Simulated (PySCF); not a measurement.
PySCF 2.14 output of an unrestricted r2SCAN calculation on a single atom or ion in x2c-TZVPPall with one added diffuse shell each of s, p, d, f type (9s7p7d3f1g, 95 functions), with the spin-free X2C one-electron Hamiltonian (Gaussian nucleus):

```
SCF conv_tol = 1e-09
number electrons alpha = 24  beta = 21
    J. W. Furness, A. D. Kaplan, J. Ning, J. P. Perdew, and J. Sun.,  J. Phys. Chem. Lett. 11, 8208-8215 (2020)
    J. W. Furness, A. D. Kaplan, J. Ning, J. P. Perdew, and J. Sun.,  J. Phys. Chem. Lett. 11, 9248-9248 (2020)
    J. W. Furness, A. D. Kaplan, J. Ning, J. P. Perdew, and J. Sun.,  J. Phys. Chem. Lett. 11, 8208-8215 (2020)
    J. W. Furness, A. D. Kaplan, J. Ning, J. P. Perdew, and J. Sun.,  J. Phys. Chem. Lett. 11, 9248-9248 (2020)
cycle= 1 E= -5314.02687044824  delta_E= -0.0108  |g|= 0.0448  |ddm|= 0.306
cycle= 2 E= -5314.02697540419  delta_E= -0.000105  |g|= 0.0202  |ddm|= 0.073
cycle= 3 E= -5314.02700860244  delta_E= -3.32e-05  |g|= 0.00592  |ddm|= 0.0135
cycle= 4 E= -5314.02701452497  delta_E= -5.92e-06  |g|= 0.000614  |ddm|= 0.00775
cycle= 5 E= -5314.0270146712  delta_E= -1.46e-07  |g|= 4.83e-05  |ddm|= 0.00313
cycle= 6 E= -5314.02701467265  delta_E= -1.45e-09  |g|= 4.29e-06  |ddm|= 0.000423
cycle= 7 E= -5314.02701467266  delta_E= -4.55e-12  |g|= 7.69e-08  |ddm|= 1.65e-05
converged SCF energy = -5314.02701467266  <S^2> = 3.7514941  2S+1 = 4.000747
```

The run itself started from symmetry-adapted Hartree-Fock orbitals and held the occupation by maximum overlap, on a logarithmic radial grid, so the iterations belong to that start.

Problem. Which element, charge and spin multiplicity is this?

Solution. Ag²⁺ (silver, charge +2), multiplicity 4; the state was [Kr] 4d8 5s1, high-spin 4F determinant (an excited configuration).
